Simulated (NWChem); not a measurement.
**Polarisability of F₂Zn**

SMILES: [F][Zn][F]
```xyz
3

Zn     0.0000     0.0000     0.0000
F      0.0000     0.0000     1.7300
F      0.0000     0.0000    -1.7300
```
Charge 0, spin multiplicity 1.

Program: NWChem. Structure: optimised with PBE0/def2-SVP, a minimum by its harmonic frequencies.

Basis set: 6-31G*. The field's frequency is 0.0428 Ha (1065 nm). This basis has no diffuse functions, which lowers polarisabilities.

The correlated methods keep 11 core orbitals frozen. B3LYP has NWChem's definition, with VWN1-RPA local correlation. The Pople sets run with spherical d functions. The structure started from a generated list of species. No row is a measurement; the coupled-cluster row has its own basis-set and correlation limits.

Question: Order these methods by the isotropic polarisability they give, lowest first: CCSD linear response, HF, PBE, PBE0, B3LYP.

Answer: HF (11.83 bohr³), CCSD linear response (15.40 bohr³), PBE0 (16.34 bohr³), B3LYP (17.03 bohr³), PBE (18.86 bohr³)
